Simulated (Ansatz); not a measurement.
Consider the redistribution: `N[SiH2]O[SiH3]` + `CB(N)S` → `N[SiH2]S` + `CB(N)O[SiH3]`.

Gas-phase electronic energies from Ansatz, PBE0-D4/def2-TZVP geometries. CCSD(T)/CBS adds triple-zeta CCSD(T) − MP2 to the extrapolated MP2 energy (def2 sets, frozen cores). DFT in def2-TZVPP. B3LYP here is the variant with VWN-RPA as its local correlation; programs differ in this. One conformer a species, not always the lowest.

```
           level  ΔE (kJ/mol)  difference from CCSD(T)/CBS
         BLYP-D4          5.1                         -2.0
       r2SCAN-D4          4.6                         -2.5
          B97M-V          4.6                         -2.5
        B3LYP-D4          5.6                         -1.5
      r2SCAN0-D4          4.6                         -2.5
             PBE          1.8                         -5.3
            BLYP          6.4                         -0.7
     HF/def2-SVP          0.5                         -6.6
CCSD(T)/def2-SVP          0.9                         -6.2
 CCSD/def2-TZVPP          8.4                          1.3
     CCSD(T)/CBS          7.1                            0
```

Largest T1 diagnostic among the species: 0.011.

At CCSD(T), def2-SVP lies −6.2 kJ/mol from the extrapolated value and def2-TZVPP +1.2 kJ/mol. Leaving LDA and LC-ωPBE aside and taking each functional with its dispersion term where it has one, the values, not all of them listed here, spread over 7.6 kJ/mol, from PBE-D4 to B2PLYP.
